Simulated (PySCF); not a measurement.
Species: C7H11S (doublet state).
SMILES with atom numbers: `[CH2:1]=[CH:2]/[CH:3]=[C:4]\[CH2:5][CH2:6][S:7][CH3:8]` (hydrogens: H9, H10 on C1; H11 on C2; H12 on C3; H13, H14 on C5; H15, H16 on C6; H17, H18, H19 on C8)

Structure used (GFN2-xTB), in Å, numbered top down from 1:
```
atom  x, y, z in Å
C1     3.7878    0.4597   -0.1656
C2     2.4881    0.2821    0.0304
C3     1.9048   -1.0141    0.3823
C4     0.6497   -1.2982    0.5831
C5    -0.7321   -0.8734    0.6379
C6    -0.9328    0.6181    0.3014
S7    -2.6612    1.1545    0.4935
C8    -3.4305    0.3057   -0.9158
H9     4.1954    1.4222   -0.4245
H10    4.4928   -0.3504   -0.0753
H11    1.7994    1.1087   -0.0657
H12    2.6438   -1.8066    0.4780
H13   -1.3167   -1.4781   -0.0639
H14   -1.1276   -1.0542    1.6431
H15   -0.6210    0.8349   -0.7202
H16   -0.3714    1.2396    0.9972
H17   -2.8491    0.4925   -1.8142
H18   -4.4248    0.7264   -1.0224
H19   -3.5044   -0.7600   -0.7180
```

The hyperfine couplings belong to this conformer and change with its torsions.

Method used: UKS B3LYP, pcH-1 on C H S, non-relativistic, mean-field spin-orbit, GIAO (PySCF). Geometry: GFN2-xTB, one conformer, isolated molecule. A GFN2-xTB geometry isn't a minimum of the functional, and hyperfine couplings can be far from their values at a DFT geometry. The SCF solution wasn't tested for stability.

Q: What is the g tensor, term by term?

A: 
```tsv
Δg (ppm)	1	2	3
relativistic mass correction	-164	-164	-164
gauge correction	38	8	8
orbital Zeeman/spin–orbit	-416	99	1072
total	-542	-56	916
```

So g = 2.00178, 2.00226, 2.00324 and g_iso = 2.00243; the tensor is rhombic: the two nearest values differ by 33 % of g3 − g1. Axes: g1 points within 7° of the C4–C5 bond and g2 points within 14° of the C2–C3 bond.

Q: What effective moment and Curie constant follow for a powder?

A: With the mean of g² = 4.0097 and S(S+1) = 0.75: μ_eff = √(⟨g²⟩S(S+1)) = 1.734 μB and χT = 0.12505·⟨g²⟩·S(S+1) = 0.376 cm³ K/mol (cgs; spin-Hamiltonian part alone).

Q: At 9.769 GHz, how far is the centre of the isotropic spectrum from where a free electron (g = 2.002319) resonates?

A: B = hν/(g μB) with μB/h = 13.99624 MHz/mT gives 348.58 mT for the free electron and 348.56 mT at g_iso, 0.02 mT lower.

Q: In a frozen sample, at which fields do the three g values resonate at 9.5, 34, 94 and 263 GHz (hyperfine left aside), and which band first spreads them over more than twice a line width of 1.0 mT?

A: 
```tsv
band	GHz	B(g3) mT	B(g2) mT	B(g1) mT	spread mT
X	9.5	338.83	338.99	339.08	0.25
Q	34.0	1212.65	1213.24	1213.53	0.88
W	94.0	3352.62	3354.25	3355.06	2.44
J	263.0	9380.20	9384.76	9387.04	6.83
```

The spread grows in proportion to the frequency. W band is the first where it exceeds 2.0 mT.

The Mulliken spin populations are largest on C4 (+1.02), C3 (-0.16) and C2 (+0.09). C4 is the only atom above +0.15.

The HOMO–LUMO gaps are 4.85 eV among the α and 4.36 eV among the β orbitals.
